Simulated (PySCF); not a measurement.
# Electron correlation in Te⁺ (tellurium, charge +1)

[Kr] 4d10 5s2 5p2 6s1, high-spin 4P determinant (an excited configuration). All numbers are calculated (PySCF 2.14, the spin-free X2C one-electron Hamiltonian (Gaussian nucleus), in aug-cc-pVTZ-DK3 (8s7p5d2f, 68 functions)). Frozen: [Kr] 4d10; 5 electrons correlated.

```tsv
level	correlation energy (mhartree)
CCSD	-73.47
(T)	-2.37
CCSD(T)	-75.84
```

Diagnostics: T1 = 0.026, D1 = 0.0800, largest double amplitude 0.088.

The outer electron is Rydberg-like, and this basis confines it to a smaller radius and binds it less than a complete one would.

Cost of the coupled-cluster step: of the order of 1.9 core-seconds, for 5 correlated electrons.
